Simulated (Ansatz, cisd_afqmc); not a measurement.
Reaction: GeHCl3 (trichlorogermane, SMILES [Cl][GeH]([Cl])[Cl]) → GeCl3 (SMILES [Cl][Ge]([Cl])[Cl], doublet) + H (doublet) (the Ge-H bond breaks)
Each species at its own B3LYP-D3(BJ)/def2-TZVP minimum (Ansatz, an electronic-structure program).

Quantity: bond dissociation energy (electronic), in kcal/mol. Radicals and triplets start from unrestricted determinants; spin-orbit coupling is neglected. Cores are frozen in correlated methods (noble-gas shells, and filled d and f shells in the p block). No relativity. AFQMC/CISD: phaseless, guided by CISD from CCSD amplitudes; bars are statistical, one sigma. Outlying blocks are dropped, and bars are widened where a walk drifts. Over all cases where full CI ran beside it in this data, AFQMC minus full CI had a median of +0.1 mEh and passed +0.4 mEh in a tenth of the cases. CBS(X,Y): correlation extrapolated as X^-3, Hartree-Fock from the larger set. A bracket is a step between two methods taken in the basis named. For partners of very few electrons the exact lower level stands in for a higher one.

CCSD(T)/CBS(def2-TZVPP,def2-QZVPP) + [AFQMC/CISD - CCSD(T)]/def2-TZVPP (Ansatz + cisd_afqmc) gives 86.0 ± 0.4 kcal/mol.

### Question
What does PBE/def2-TZVPD (Ansatz) give here, and how do the other levels compare?

### Answer
PBE gives 76.6 kcal/mol, 9.4 kcal/mol below it. Differences of the others: r2SCAN/def2-TZVPD (Ansatz) -5.7; B3LYP/def2-TZVPD (Ansatz) -6.1; PBE0/def2-TZVPD (Ansatz) -5.7; CCSD(T)/CBS(def2-TZVPP,def2-QZVPP) (Ansatz) 0.3 kcal/mol.
